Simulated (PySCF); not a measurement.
**SMILES CCC[P@@+]1([AlH3-])C=C(C)CC1, C8H18AlP**

Geometry:
| atom | x (Å) | y (Å) | z (Å) |
| --- | --- | --- | --- |
| C1 | 3.688 | 0.427 | -1.282 |
| C2 | 2.540 | -0.144 | -0.462 |
| C3 | 1.304 | 0.752 | -0.505 |
| P4 | 0.052 | 0.101 | 0.683 |
| Al5 | 0.915 | -1.339 | 2.496 |
| C6 | -1.349 | 1.218 | 0.491 |
| C7 | -2.435 | 0.637 | -0.016 |
| C8 | -3.747 | 1.308 | -0.247 |
| C9 | -2.307 | -0.821 | -0.356 |
| C10 | -0.832 | -1.233 | -0.239 |
| H11 | 4.557 | -0.223 | -1.226 |
| H12 | 3.970 | 1.410 | -0.911 |
| H13 | 3.401 | 0.526 | -2.328 |
| H14 | 2.846 | -0.260 | 0.585 |
| H15 | 2.280 | -1.138 | -0.835 |
| H16 | 1.565 | 1.762 | -0.176 |
| H17 | 0.884 | 0.818 | -1.513 |
| H18 | 1.897 | -0.369 | 3.239 |
| H19 | 1.524 | -2.447 | 1.553 |
| H20 | -0.507 | -1.665 | 3.092 |
| H21 | -1.302 | 2.241 | 0.826 |
| H22 | -4.536 | 0.786 | 0.294 |
| H23 | -3.721 | 2.343 | 0.081 |
| H24 | -3.999 | 1.279 | -1.307 |
| H25 | -2.697 | -1.014 | -1.359 |
| H26 | -2.920 | -1.395 | 0.343 |
| H27 | -0.715 | -2.168 | 0.317 |
| H28 | -0.375 | -1.367 | -1.222 |

The calculation used GIAO X3LYP/6-31G magnetisability, rotational g tensor and spin-rotation constants, non-relativistic, gas phase in PySCF 2.14.0. Geometry: GFN2-xTB.

Question: What are the magnetisability and the molar susceptibility?

Answer: Isotropic -2088 × 10⁻³⁰ J/T², or -125.7 × 10⁻⁶ cm³/mol; principal values -2203, -2099, -1961 × 10⁻³⁰ J/T², anisotropy 210 × 10⁻³⁰ J/T² (root of half the summed squared differences of the principal values). The susceptibility is in cgs units.

Question: Split it along the inertial axes a, b, c into diamagnetic and paramagnetic parts about the centre of mass, with the quadrupole moment.

Answer: 
```
axis  χ (10⁻⁶ cm³/mol)  diamagnetic (10⁻⁶ cm³/mol)  paramagnetic (10⁻⁶ cm³/mol)  summed x² of all electrons (Å²)  quadrupole Θ (D Å)
   a            -127.7                     -1136.4                       1008.6                            468.3               +9.26
   b            -130.3                     -2312.1                       2181.9                            191.2              -12.67
   c            -119.2                     -2798.1                       2679.0                             76.6               +3.41
```
Anisotropies 2χaa − χbb − χcc = -6.0 and 2χbb − χaa − χcc = -13.6 × 10⁻⁶ cm³/mol. Θ is traceless in Buckingham's convention.

Question: And the rotational g tensor?

Answer: 
```csv
axis,rotational constant (GHz),g,nuclear part,electronic part
a,1.2928,-0.0140,0.5986,-0.6126
b,0.5881,-0.0021,0.6007,-0.6028
c,0.4738,-0.0063,0.5900,-0.5963
```
Asymmetric top; isotopes 27Al, 12C, 1H, 31P; no vibrational averaging.
